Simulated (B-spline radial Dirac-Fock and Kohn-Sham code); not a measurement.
Z = 67 (holmium), transition energy 31.1 keV. Level of theory: a Dirac-Hartree-Slater potential of the neutral atom with a Latter tail (no hole, which puts coefficients of high multipoles low close above an edge), finite nucleus with surface currents; an atomic code on a B-spline grid. The K shell is not open to conversion at this energy. Subshells that would emit electrons below 1 keV are left out.

Question: A pure transition shows α(L) = 74700, L1/L2 = 11.3 and L1/L3 = 0.244. What is its multipolarity?
A. M3
B. M1
C. M4
D. E2
E. E3
F. E1
G. E4
H. M2

Answer: A. For comparison, α(L), L1/L2, L1/L3 are E1 1.10, 1.59, 1.13; E2 379, 0.00742, 0.00586; E3 34100, 0.0156, 0.0128; E4 1.39e+06, 0.0163, 0.0135; M1 10.1, 10.6, 65.2; M2 846, 13.0, 2.14; M4 3.93e+06, 9.31, 0.0837.

Values without a named source are computed, but for edge energies of neutral atoms, which are taken from tables.
